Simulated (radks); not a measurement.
The numbers below are computed, except where a source is named.
All-electron atom: the selenium ion Se3.5+ in [Ar] 3d10 4s2 4p(up 0.5, down 0) (fractional occupations, a model configuration).

Level of theory: non-relativistic Kohn-Sham, PBE, spin-polarised, spherical densities, point nucleus (a radial shooting solver on a logarithmic mesh with Libxc functionals).

Energy parts (eV):
total: -65257.220
kinetic: 65220.111
electron-nucleus: -154746.841
Hartree: 26596.518
exchange-correlation: -2327.009

Orbitals (lengths in bohr, moments of r in powers of bohr; r(max) is where P^2 peaks):
| orbital | occ. | eigenvalue (eV) | r(max) | <r^4> |
|---|---|---|---|---|
| 1s up | 1 | -12345.99 | 0.02971 | 0.00001868 |
| 1s down | 1 | -12345.95 | 0.02971 | 0.00001868 |
| 2s up | 1 | -1605.901 | 0.1682 | 0.003816 |
| 2s down | 1 | -1605.883 | 0.1682 | 0.003816 |
| 2p up | 3 | -1446.606 | 0.1333 | 0.002658 |
| 2p down | 3 | -1446.571 | 0.1333 | 0.002658 |
| 3s up | 1 | -249.8198 | 0.5117 | 0.2462 |
| 3s down | 1 | -249.7641 | 0.5117 | 0.2459 |
| 3p up | 3 | -195.0072 | 0.5043 | 0.2897 |
| 3p down | 3 | -194.9423 | 0.5043 | 0.2890 |
| 3d up | 5 | -97.9700 | 0.4516 | 0.5081 |
| 3d down | 5 | -97.8788 | 0.4515 | 0.5027 |
| 4s up | 1 | -54.9153 | 1.460 | 13.75 |
| 4s down | 1 | -54.1884 | 1.455 | 13.78 |
| 4p up | 0.5 | -42.4249 | 1.623 | 22.72 |
| 4p down | 0 | -41.6856 | 1.620 | 22.95 |

The highest occupied level is 4p up at -42.425 eV. Spin moment in Bohr magnetons: 0.5. The spin density at the nucleus is -0.2134 e/bohr^3 (1s -0.0480, 2s 0.0166, 3s -0.0083, 4s -0.1736), a Fermi contact field of -11.2 T. Summed over all electrons, <r^2> = 16.39 bohr^2, which gives a Langevin (diamagnetic) susceptibility term of -13 x 10^-6 cm^3/mol. Virial ratio -V/T = 2.00057. The density falls to 0.001 e/bohr^3 at r = 3.14 bohr.
